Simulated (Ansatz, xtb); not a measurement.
Dissociation curve of SMILES [BeH2] (H₂Be). The Be1–H3 bond (Be1 also carries H; H3 carries nothing else) is pulled apart rigidly from the PBE0/def2-TZVP optimised geometry.

RKS-PBE = Ansatz (an electronic-structure program) with restricted PBE/cc-pVTZ; GFN1-xTB (xtb); UCCSD = Ansatz with CCSD on UHF/cc-pVTZ, frozen core; UCCSD(T) = CCSD(T) on UHF/cc-pVTZ, frozen core run with Ansatz.

Energies are in kcal/mol, each relative to the lowest point of its own curve near equilibrium.

```json
[
 {"R / Å": "0.99", "RKS-PBE": "35.3", "GFN1-xTB": "27.3", "UCCSD": "35.4", "UCCSD(T)": "35.4"},
 {"R / Å": "1.06", "RKS-PBE": "20.0", "GFN1-xTB": "13.1", "UCCSD": "19.9", "UCCSD(T)": "19.9"},
 {"R / Å": "1.12", "RKS-PBE": "11.2", "GFN1-xTB": "5.9", "UCCSD": "11.0", "UCCSD(T)": "11.0"},
 {"R / Å": "1.19", "RKS-PBE": "4.6", "GFN1-xTB": "1.5", "UCCSD": "4.5", "UCCSD(T)": "4.5"},
 {"R / Å": "1.25", "RKS-PBE": "1.5", "GFN1-xTB": "0.0", "UCCSD": "1.4", "UCCSD(T)": "1.4"},
 {"R / Å": "1.33", "RKS-PBE": "0.0", "GFN1-xTB": "0.3", "UCCSD": "0.0", "UCCSD(T)": "0.0"},
 {"R / Å": "1.34", "RKS-PBE": "0.0", "GFN1-xTB": "0.5", "UCCSD": "0.0", "UCCSD(T)": "0.0"},
 {"R / Å": "1.39", "RKS-PBE": "0.4", "GFN1-xTB": "1.8", "UCCSD": "0.5", "UCCSD(T)": "0.5"},
 {"R / Å": "1.43", "RKS-PBE": "1.3", "GFN1-xTB": "3.2", "UCCSD": "1.4", "UCCSD(T)": "1.4"},
 {"R / Å": "1.49", "RKS-PBE": "3.2", "GFN1-xTB": "5.7", "UCCSD": "3.5", "UCCSD(T)": "3.5"},
 {"R / Å": "1.56", "RKS-PBE": "6.2", "GFN1-xTB": "9.3", "UCCSD": "6.7", "UCCSD(T)": "6.7"},
 {"R / Å": "1.65", "RKS-PBE": "11.0", "GFN1-xTB": "14.6", "UCCSD": "11.7", "UCCSD(T)": "11.7"},
 {"R / Å": "1.81", "RKS-PBE": "20.9", "GFN1-xTB": "24.8", "UCCSD": "22.1", "UCCSD(T)": "22.0"},
 {"R / Å": "2.01", "RKS-PBE": "34.2", "GFN1-xTB": "37.8", "UCCSD": "35.7", "UCCSD(T)": "35.6"},
 {"R / Å": "2.22", "RKS-PBE": "47.8", "GFN1-xTB": "51.2", "UCCSD": "49.5", "UCCSD(T)": "49.2"},
 {"R / Å": "2.38", "RKS-PBE": "57.4", "GFN1-xTB": "61.0", "UCCSD": "59.0", "UCCSD(T)": "58.6"},
 {"R / Å": "2.64", "RKS-PBE": "71.2", "GFN1-xTB": "75.6", "UCCSD": "72.1", "UCCSD(T)": "71.4"},
 {"R / Å": "2.96", "RKS-PBE": "85.2", "GFN1-xTB": "91.0", "UCCSD": "83.7", "UCCSD(T)": "82.8"},
 {"R / Å": "3.24", "RKS-PBE": "94.9", "GFN1-xTB": "101.8", "UCCSD": "90.0", "UCCSD(T)": "89.3"},
 {"R / Å": "3.62", "RKS-PBE": "104.8", "GFN1-xTB": "112.7", "UCCSD": "94.0", "UCCSD(T)": "93.8"},
 {"R / Å": "4.01", "RKS-PBE": "111.9", "GFN1-xTB": "120.2", "UCCSD": "95.2", "UCCSD(T)": "95.2"},
 {"R / Å": "4.64", "RKS-PBE": "119.0", "GFN1-xTB": "—", "UCCSD": "95.7", "UCCSD(T)": "95.7"}
]
```

Dashes: no converged value, or the column stops at the first point that the program doubted or that broke a chosen test of continuity, which isn't proof of a fault.

The restricted form behind RKS-PBE keeps the bonding electrons paired and can't separate into open-shell fragments. The unrestricted determinant behind UCCSD, UCCSD(T) is spin-contaminated at 2.22 to 4.64 Å (<S²> up to 1.0, against 0.00 for a pure singlet).
